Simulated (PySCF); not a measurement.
C2H7NOSe, SMILES CN(C)[Se]O.

Geometry: PBE0-D3(BJ)/def2-SVP. The values are those of a single conformer.

The numbers are results of HF/def2-TZVP run with PySCF, not measurements.

The molecule is in vacuum.

```yaml
total_energy: -2609.00161 hartree
highest_occupied_level: -9.24 eV
lowest_empty_level: 2.93 eV
orbital_gap: 12.17 eV
dipole_moment: 2.19 D
quadrupole, principal values (traceless, Buckingham form, about the centre of nuclear charge): -7.01, 1.26, 5.75 D·Å
mean_static_polarisability: 59.3 bohr³ (8.79 Å³)
polarisability_principal_values: 53.4, 55.3, 69.3 bohr³
```
